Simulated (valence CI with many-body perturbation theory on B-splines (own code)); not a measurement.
# Level structure of Zr24+

Calculated by configuration interaction combined with many-body perturbation theory (CI+MBPT): six valence electrons over a frozen Dirac-Fock core [Ne], radial functions for each j: 9 s, 9 p, 8 d, 6 f, 3 g, 1 h, with the one-electron correlation potential Σ1 (screened to all orders), the two-electron term Σ2, the three-electron term Σ3, Breit, model QED; selected single and double excitations, second order for the rest, scaled by the run's own slope (own B-spline code, finite nucleus).

No measured spectrum was set against this ion. As an estimate, levels of excited configurations hold to 0.05 to 0.15 % of their energy, terms of the ground configuration to about 0.5 %. Among the levels kept, up to 1500 cm⁻¹ of a level comes from second order outside the variational space, and about a tenth of that is noise between levels of different J, which matters for small intervals.

Levels 1 to 39 of 39, with energies above the lowest level, 3s2.3p4 3P_2. "Leading %" is the weight of the configuration and term that name the level; weights of strongly mixed levels are sums over their largest components and can fall short. Lifetimes count E1, E2, E3, M1 and M2 decay at the calculated energies, and are blank where another channel may lead or the interval is too uncertain; long ones can be off by a factor of two.

| No. | Configuration | Term | J | E (cm⁻¹) | Leading % | Second component | Lifetime |
| --- | --- | --- | --- | --- | --- | --- | --- |
| 1 | 3s2.3p4 | 3P | 2 | 0 | 78 | 20 % 3s2.3p4 1D |  |
| 2 | 3s2.3p4 | 3P | 0 | 60599 | 55 | 43 % 3s2.3p4 1S | 560 ms |
| 3 | 3s2.3p4 | 3P | 1 | 136600 | 98 |  | 19.9 μs |
| 4 | 3s2.3p4 | 1D | 2 | 177180 | 78 | 20 % 3s2.3p4 3P | 27.4 μs |
| 5 | 3s2.3p4 | 1S | 0 | 346380 | 54 | 43 % 3s2.3p4 3P | 4.54 μs |
| 6 | 3s.3p5 | 3P° | 2 | 688890 | 78 | 19 % 3s2.3p3.3d 3P° | 91.2 ps |
| 7 | 3s.3p5 | 3P° | 1 | 741900 | 53 | 18 % 3s2.3p3.3d 3P° | 67.5 ps |
| 8 | 3s2.3p3.3d | 5D° | 0 | 813600 | 36 | 35 % 3s.3p5 3P° | 257 ps |
| 9 | 3s2.3p3.3d | 5D° | 2 | 823500 | 33 | 22 % 3s2.3p3.3d 3D° | 767 ps |
| 10 | 3s2.3p3.3d | 5D° | 3 | 830600 | 49 | 17 % 3s2.3p3.3d 3D° | 1.64 ns |
| 11 | 3s2.3p3.3d | 5D° | 1 | 848910 | 70 | 9 % 3s.3p5 3P° | 102 ps |
| 12 | 3s.3p5 | 3P° | 0 | 851620 | 41 | 31 % 3s2.3p3.3d 5D° | 94.3 ps |
| 13 | 3s2.3p3.3d | 5D° | 4 | 856130 | 65 | 25 % 3s2.3p3.3d 3F° | 1.22 ms |
| 14 | 3s2.3p3.3d | 5D° | 2 | 881520 | 45 | 24 % 3s2.3p3.3d 3D° | 121 ps |
| 15 | 3s2.3p3.3d | 1P° | 1 | 895620 | 37 | 34 % 3s.3p5 1P° | 52.8 ps |
| 16 | 3s2.3p3.3d | 3G° | 3 | 931950 | 33 | 29 % 3s2.3p3.3d 5D° | 156 ps |
| 17 | 3s2.3p3.3d | 3D° | 1 | 943290 | 83 | 9 % 3s2.3p3.3d 3P° | 329 ps |
| 18 | 3s2.3p3.3d | 3F° | 2 | 946740 | 49 | 40 % 3s2.3p3.3d 3D° | 439 ps |
| 19 | 3s2.3p3.3d | 1S° | 0 | 952220 | 67 | 19 % 3s2.3p3.3d 5D° | 4.39 ns |
| 20 | 3s2.3p3.3d | 3F° | 3 | 963110 | 71 | 15 % 3s2.3p3.3d 3D° | 353 ps |
| 21 | 3s2.3p3.3d | 3D° | 3 | 975930 | 51 | 28 % 3s2.3p3.3d 3G° | 284 ps |
| 22 | 3s2.3p3.3d | 3G° | 4 | 987580 | 55 | 20 % 3s2.3p3.3d 5D° | 39.8 μs |
| 23 | 3s2.3p3.3d | 3F° | 4 | 1007200 | 72 | 22 % 3s2.3p3.3d 1G° | 59.3 μs |
| 24 | 3s2.3p3.3d | 3D° | 1 | 1009000 | 80 | 6 % 3s.3p5 1P° | 43.6 ps |
| 25 | 3s2.3p3.3d | 1G° | 4 | 1024900 | 54 | 23 % 3s2.3p3.3d 3G° |  |
| 26 | 3s2.3p3.3d | 3G° | 5 | 1035900 | 98 |  |  |
| 27 | 3s2.3p3.3d | 1D° | 2 | 1044200 | 38 | 36 % 3s2.3p3.3d 3F° | 78.1 ps |
| 28 | 3s2.3p3.3d | 3P° | 1 | 1074300 | 45 | 16 % 3s2.3p3.3d 3S° | 16.0 ps |
| 29 | 3s2.3p3.3d | 3P° | 0 | 1080300 | 63 | 23 % 3s2.3p3.3d 1S° | 73.7 ps |
| 30 | 3s2.3p3.3d | 3D° | 2 | 1097000 | 63 | 16 % 3s2.3p3.3d 3P° | 170 ps |
| 31 | 3s2.3p3.3d | 3F° | 2 | 1111300 | 47 | 26 % 3s2.3p3.3d 3P° | 10.7 ps |
| 32 | 3s2.3p3.3d | 3F° | 3 | 1114200 | 59 | 18 % 3s2.3p3.3d 3D° | 31.0 ps |
| 33 | 3s2.3p3.3d | 3D° | 3 | 1129100 | 58 | 22 % 3s2.3p3.3d 1F° | 18.3 ps |
| 34 | 3s2.3p3.3d | 3P° | 2 | 1140300 | 42 | 22 % 3s2.3p3.3d 3D° | 4.92 ps |
| 35 | 3s2.3p3.3d | 3P° | 1 | 1151400 | 48 | 16 % 3s2.3p3.3d 3S° | 3.58 ps |
| 36 | 3s2.3p3.3d | 3D° | 3 | 1165900 | 49 | 29 % 3s2.3p3.3d 1F° | 4.41 ps |
| 37 | 3s2.3p3.3d | 3S° | 1 | 1177600 | 53 | 17 % 3s.3p5 1P° | 4.35 ps |
| 38 | 3s2.3p3.3d | 3F° | 4 | 1191400 | 58 | 16 % 3s2.3p3.3d 1G° | 7.70 μs |
| 39 | 3s2.3p3.3d | 3P° | 2 | 1206000 | 42 | 23 % 3s2.3p3.3d 1D° | 12.7 ps |

Names give the largest LS component (configuration and term), which can be under half, so a name can repeat, a term be missing and a line seem to break the LS rules; names also repeat where a configuration has a term twice.

The ionisation energy to 3s2.3p3 4S°_3/2 of the next ion comes out as 1207.4 eV (NIST: 1205.4 ± 1.7 eV (semi-empirical)). All 39 levels together are meant to be complete up to 1212300 cm⁻¹.
